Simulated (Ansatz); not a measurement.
Geometry optimisation, RKS BLYP-D4/def2-SVP in Ansatz.

input.yaml

```yaml
crystal:
  periodic: [false, false, false]
  atoms:
    - { symbol: W, position_ang: [-0.128027, -0.122256, -0.008025] }
    - { symbol: Cl, position_ang: [-0.148304, 0.112759, 2.352588] }
    - { symbol: F, position_ang: [1.745167, 0.019809, -0.151309] }
    - { symbol: F, position_ang: [-0.201968, 1.74896, -0.120667] }
    - { symbol: F, position_ang: [-2.007297, -0.164503, -0.06213] }
    - { symbol: O, position_ang: [0.003336, -1.968596, 0.197959] }
    - { symbol: H, position_ang: [0.246417, -2.818068, 0.604594] }
    - { symbol: F, position_ang: [-0.186195, -0.223593, -1.889414] }
    - { symbol: H, position_ang: [1.785957, 1.748585, 1.204679] }
    - { symbol: H, position_ang: [1.714013, 1.843204, 1.913225] }
basis:
  gaussian: { orbitals: def2-SVP }
hamiltonian:
  xc: blyp
  dispersion: d4
relax:
  f_tol: 0.03
  max_steps: 50
```

Launched with:

```bash
$ ansatz run input.yaml --threads 4 --pin off --max-ram 5120MiB --backend cpu --events-out ev --progress --plain --runs-dir out
```

Q: Where does it end, and by what steps?

A: It converged. The force dipped under the threshold on the way, but the program's further checks kept it going. After 24 steps the energy has fallen by 0.312 eV; H10 moved furthest, 1.14 Å.

| step | energy less start (eV) | largest force component (eV/Å) | accepted |
| --- | --- | --- | --- |
| 0 | 0.0000 | 1.669 | yes |
| 1 | -0.1811 | 0.211 | yes |
| 2 | -0.2506 | 0.229 | yes |
| 3 | -0.2863 | 0.062 | yes |
| 4 | -0.2969 | 0.066 | yes |
| 5 | -0.2993 | 0.440 | yes |
| 6 | -0.2992 | 0.299 | no |
| 7 | -0.3038 | 0.034 | yes |
| 8 | -0.3042 | 0.026 | yes |
| 9 | -0.2707 | 0.931 | no |
| 10 | -0.3048 | 0.043 | yes |
| 11 | -0.3057 | 0.071 | yes |
| 12 | -0.3052 | 0.228 | no |
| 13 | -0.3064 | 0.058 | yes |
| 14 | -0.3070 | 0.066 | yes |
| 15 | -0.3070 | 0.183 | yes |
| 16 | -0.3079 | 0.100 | yes |
| 17 | -0.3083 | 0.038 | yes |
| 18 | -0.3091 | 0.030 | yes |
| 19 | -0.3096 | 0.080 | yes |
| 20 | -0.3102 | 0.086 | yes |
| 21 | -0.3106 | 0.188 | yes |
| 22 | -0.3114 | 0.073 | yes |
| 23 | -0.3119 | 0.008 | yes |
| 24 | -0.3124 | 0.021 | yes |

```xyz
10
Properties=species:S:1:pos:R:3
W -0.406 -0.179 -0.104
Cl -0.630 0.297 2.167
F 1.381 0.427 -0.119
F -0.921 1.593 -0.454
F -2.217 -0.674 -0.228
O 0.131 -1.921 0.251
H 0.464 -2.780 0.558
F -0.274 -0.433 -1.970
H 2.541 1.742 1.650
H 2.752 2.104 2.292
```

Whether the end is a true minimum wasn't checked by a vibrational analysis.

The run took 44 s on 4 threads of Arm Neoverse V2 (shared host), peak memory 0.21 GiB.
